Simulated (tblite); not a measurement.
Compound: C₄H₁₂GeO₂Si.
SMILES with atom numbers: `[CH3:1][C:2](=[O:3])[CH2:4][GeH2:5][CH2:6][SiH2:7][OH:8]` (hydrogens: H9, H10, H11 on C1; H12, H13 on C4; H14, H15 on Ge5; H16, H17 on C6; H18, H19 on Si7; H20 on O8)

Computed with GFN2-xTB (tblite), gas phase: L-BFGS steps from a force-field or distance-geometry start until the largest atomic force falls under 0.01 eV/Å.

Step 96: E = -721.0702 eV
```
atom  x, y, z in Å  |  force x, y, z in eV/Å
C1     -2.0826    0.8157   -1.1730    0.001   0.020   0.010
C2     -1.8925   -0.6093   -0.7184    0.014   0.027  -0.015
O3     -1.9852   -1.5537   -1.4695   -0.013   0.008   0.020
C4     -1.4908   -0.7779    0.7037   -0.022   0.010  -0.023
Ge5     0.3732   -1.4749    0.6119    0.030  -0.013  -0.004
C6      1.5514   -0.3437   -0.4933    0.011   0.001   0.006
Si7     1.9484    1.3619    0.2549   -0.026  -0.011   0.011
O8      2.1337    1.2779    1.8632   -0.013  -0.019   0.020
H9     -1.1777    1.3788   -0.9451   -0.033   0.003  -0.024
H10    -2.2870    0.8583   -2.2404    0.008  -0.022   0.024
H11    -2.9087    1.2693   -0.6269    0.009  -0.024  -0.010
H12    -2.0902   -1.5556    1.1734   -0.025   0.006   0.006
H13    -1.5665    0.1425    1.2767    0.009   0.009   0.007
H14     0.3239   -2.8813    0.0787    0.000   0.004  -0.006
H15     0.8763   -1.5744    2.0384    0.016  -0.023   0.014
H16     1.0845   -0.2283   -1.4706    0.022   0.008   0.006
H17     2.4782   -0.8929   -0.6607    0.008  -0.005  -0.006
H18     0.8249    2.2900    0.1600    0.017   0.001  -0.003
H19     3.1703    1.8677   -0.3770   -0.005   0.007  -0.028
H20     2.7112    0.6407    2.2751   -0.008   0.009  -0.007
```

Step 97: E = -721.0711 eV
```
atom  x, y, z in Å  |  force x, y, z in eV/Å
C1     -2.0857    0.8154   -1.1751    0.002   0.025   0.027
C2     -1.8894   -0.6075   -0.7177    0.017   0.033  -0.017
O3     -1.9770   -1.5525   -1.4683   -0.013  -0.002   0.030
C4     -1.4877   -0.7732    0.7053   -0.032   0.010  -0.030
Ge5     0.3721   -1.4782    0.6090    0.048  -0.016  -0.002
C6      1.5528   -0.3453   -0.4923    0.012   0.000   0.007
Si7     1.9457    1.3611    0.2563   -0.029  -0.008   0.004
O8      2.1355    1.2777    1.8635   -0.034   0.005   0.025
H9     -1.1798    1.3807   -0.9558   -0.034  -0.001  -0.032
H10    -2.2984    0.8522   -2.2413    0.007  -0.009   0.031
H11    -2.9070    1.2693   -0.6220    0.006  -0.023  -0.024
H12    -2.0932   -1.5445    1.1774   -0.019  -0.006   0.008
H13    -1.5578    0.1486    1.2766    0.009   0.015  -0.002
H14     0.3206   -2.8840    0.0746   -0.004   0.009  -0.009
H15     0.8820   -1.5824    2.0327    0.011  -0.022   0.021
H16     1.0916   -0.2305   -1.4724    0.024   0.005   0.011
H17     2.4823   -0.8923   -0.6530    0.001  -0.006  -0.011
H18     0.8228    2.2904    0.1649    0.013  -0.006  -0.004
H19     3.1627    1.8702   -0.3817    0.004   0.008  -0.025
H20     2.7028    0.6356    2.2805    0.012  -0.011  -0.007
```

**Question.** Estimate the geometry and energy of step 98. (The exact step hangs on the optimiser's Hessian estimate; all steps are aligned on step 97, rigid shifts and turns removed.)

**Answer.** E = -721.0720 eV, largest force 0.061 eV/Å
```
atom  x, y, z in Å  |  force x, y, z in eV/Å
C1     -2.0907    0.8152   -1.1777    0.007   0.015   0.019
C2     -1.8842   -0.6042   -0.7168    0.013   0.022  -0.009
O3     -1.9637   -1.5513   -1.4660   -0.013  -0.006   0.034
C4     -1.4829   -0.7659    0.7069   -0.027   0.006  -0.017
Ge5     0.3722   -1.4832    0.6056    0.049  -0.014   0.003
C6      1.5554   -0.3476   -0.4896    0.014  -0.003   0.007
Si7     1.9404    1.3604    0.2584   -0.019  -0.003   0.002
O8      2.1361    1.2769    1.8646   -0.051   0.026   0.022
H9     -1.1834    1.3830   -0.9736   -0.017   0.008  -0.032
H10    -2.3167    0.8439   -2.2412    0.002   0.005   0.029
H11    -2.9039    1.2698   -0.6148   -0.016  -0.011  -0.022
H12    -2.0962   -1.5278    1.1844   -0.006  -0.013   0.000
H13    -1.5437    0.1586    1.2754    0.007   0.018  -0.015
H14     0.3160   -2.8867    0.0664   -0.007   0.009  -0.012
H15     0.8878   -1.5953    2.0269    0.006  -0.020   0.025
H16     1.1018   -0.2351   -1.4735    0.026   0.001   0.013
H17     2.4889   -0.8907   -0.6411   -0.007  -0.008  -0.020
H18     0.8186    2.2909    0.1703    0.001  -0.010  -0.005
H19     3.1521    1.8740   -0.3864    0.010   0.008  -0.021
H20     2.6911    0.6259    2.2830    0.029  -0.028  -0.003
```

The energy changes by -0.0009 eV. The first-order estimate −F·Δx gives -0.0013 eV and the mean of the old and new forces, exact on a quadratic surface, -0.0009 eV. The step makes an angle of 80° with the force vector and moves no atom by more than 0.020 Å.

The cost below is that of the whole relaxation. The run took 7.6 s wall, 6.2 s CPU on one thread, Intel Xeon at 2.50 GHz (x86_64), shared host with 64 logical CPUs at a one-minute load of 62.
